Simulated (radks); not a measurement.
Values are calculated unless marked as measured or tabulated.
The hydrogen anion H-, [He], held by a Watson sphere: a shell of charge +1 at radius R that stands for the Madelung well of a crystal (potential energy -1/R inside, -1/r outside, in hartree with lengths in bohr). Code: a radial shooting solver on a logarithmic mesh with Libxc functionals. Model: non-relativistic Kohn-Sham, LB94 model potential, spin-polarised, spherical densities, point nucleus. Response by self-consistent Sternheimer equations with the Hartree and adiabatic LDA kernel. The sphere does not respond.

R (bohr)  e(1s) (eV)  <r> 1s (bohr)  sum of <r^2> (bohr^2)  X-ray form factor at sin(theta)/lambda = 0.2 1/angstrom  alpha (bohr^3)
1.49         -12.492          1.621                  6.900                                                    0.860           9.596
1.57         -12.182          1.651                  7.165                                                    0.837           10.32
1.85         -11.219          1.749                  8.064                                                    0.768           13.02
2.25         -10.097          1.867                  9.257                                                    0.696           17.23
2.37          -9.805          1.898                  9.592                                                    0.680           18.56
2.64          -9.210          1.961                  10.30                                                    0.650           21.65
2.67          -9.148          1.968                  10.38                                                    0.647           21.99
2.7           -9.087          1.974                  10.45                                                    0.644           22.34
2.96          -8.594          2.025                  11.07                                                    0.624           25.41
